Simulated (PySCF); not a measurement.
C₄H₈O₂, SMILES C[C@]1(O)C[C@@H]1O. Atoms are numbered in the order given.

```xyz
14

C      1.3237    -0.9357     0.4020
C      0.4196     0.0119    -0.3499
O      0.6512     0.0857    -1.7287
C      0.0113     1.3190     0.2644
C     -0.9989     0.2050     0.1015
O     -1.4279    -0.5079     1.2187
H      1.0584    -0.9665     1.4669
H      1.2212    -1.9594     0.0030
H      2.3741    -0.6241     0.2925
H      0.4452    -0.7804    -2.1011
H      0.3648     1.5278     1.2789
H     -0.0612     2.1792    -0.4066
H     -1.7366     0.3236    -0.7052
H     -1.9871     0.0757     1.7439
```

Coordinates come from a ωB97X-D3(BJ)/def2-SVP optimisation. The structure was generated by enumeration; whether it is a known compound was not checked. One conformer was computed; it need not be the lowest.

Calculation: SMD-M06-2X/def2-SVP (PySCF).

Solvation free energies are E(SMD) − E(gas) at the gas-phase geometry, for 1 M in both phases. In vacuum the dipole moment is 1.11 D.

Computed solvation free energies in water, cyclohexanone, diethylether:
| solvent | ΔG(solv) (kcal/mol) | its non-electrostatic (CDS) part | dipole (D) |
|---|---|---|---|
| water | -8.3 | 3.2 | 1.42 |
| cyclohexanone | -6.4 | -1.9 | 1.28 |
| diethylether | -6.3 | -2.9 | 1.23 |
